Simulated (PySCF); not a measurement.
FHSi, neutral, multiplicity 1. Atoms are numbered in the order given.

```xyz
3

Si     0.1183     0.5903     0.0000
H     -1.3914     0.8970     0.0000
F     -0.0295    -1.0179     0.0000
```
Charge 0, spin multiplicity 1.

Coordinates come from a r2SCAN-D4/def2-TZVPD optimisation. The isomer is the one that the SMILES or the coordinates give; other isomers of the formula were not compared.

Computed with PBE/pcSseg-2 (PySCF).

GIAO shieldings, no solvent; atoms alike by connectivity are averaged. δ = σ(ref) − σ: ²⁹Si against TMS (σ = 324.1 ppm); ¹H against TMS (σ = 31.47 ppm); ¹⁹F against CFCl3 (σ = 132.0 ppm), references at their B3LYP-D3(BJ)/def2-TZVP geometries, non-relativistic.

Question: Estimate the chemical shifts. (The exact figures need the calculation; the answer reports its results.)

Answer: 
| nucleus | atoms | count | δ (ppm) |
|---|---|---|---|
| ²⁹Si | Si1 | 1 | 483.1 |
| ¹H | H2 | 1 | 9.80 |
| ¹⁹F | F3 | 1 | 125.3 |
